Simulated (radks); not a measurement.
Valence configurations of Ne3+ (all share [He]). All-electron calculation, scalar-relativistic Kohn-Sham, LDA (Slater exchange, Perdew-Wang correlation), spin-polarised, spherical densities, point nucleus; open shells are filled with parallel spins first. Program: a radial shooting solver on a logarithmic mesh with Libxc functionals. Energies are relative to 2s2 2p3; eigenvalues in eV for spin up.

| valence | E (eV) | moment (Bohr magnetons) | e(2p) | e(2s) |
|---|---|---|---|---|
| 2s2 2p3 | 0.000 | 3 | -83.728 | -105.69 |
| 2s1 2p4 | 22.579 | 3 | -83.003 | -105.34 |
| 2p5 | 50.523 | 1 | -80.453 | - |
| 2s1.5 2p3.5 | 11.305 | 3 | -83.363 | -105.51 |
| 2s0.5 2p4.5 | 37.236 | 2 | -81.809 | -104.25 |

NIST lists [He] 2s2 2p3 as the ground configuration; this level of theory agrees among the configurations tried. The energies are those of spherical high-spin densities, not of single terms.
